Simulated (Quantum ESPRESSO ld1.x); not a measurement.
Task: The mean radii <r> (bohr) of the occupied orbitals of an atom or ion are listed with their occupations. Method: Dirac Kohn-Sham, PBE, spin-unpolarised, spherical densities, point nucleus; computed with ld1.x of Quantum ESPRESSO 7.5.

orbital  occ.      <r>
1s1/2       2  0.01686
2s1/2       2  0.07047
2p1/2       2  0.05801
2p3/2       4  0.06657
3s1/2       2   0.1825
3p1/2       2   0.1728
3p3/2       4   0.1881
3d3/2       4   0.1638
3d5/2       6   0.1685
4s1/2       2   0.3825
4p1/2       2   0.3806
4p3/2       4   0.4060
4d3/2       4   0.3986
4d5/2       6   0.4059

Name the element and its charge. Open shells, if any, fill j = l - 1/2 first.

Result: Z = 79, gold, charge +33: Au33+ in [Kr] 4d10. The 1s radius gives Z: for a bare nucleus <r> = (2 gamma + 1)/(2Z) with gamma = sqrt(1 - (Z/c)^2), 0.01667 bohr for Z = 79, and screening makes it slightly larger (0.01686 here). The occupations add up to 46, and the charge is Z minus that.
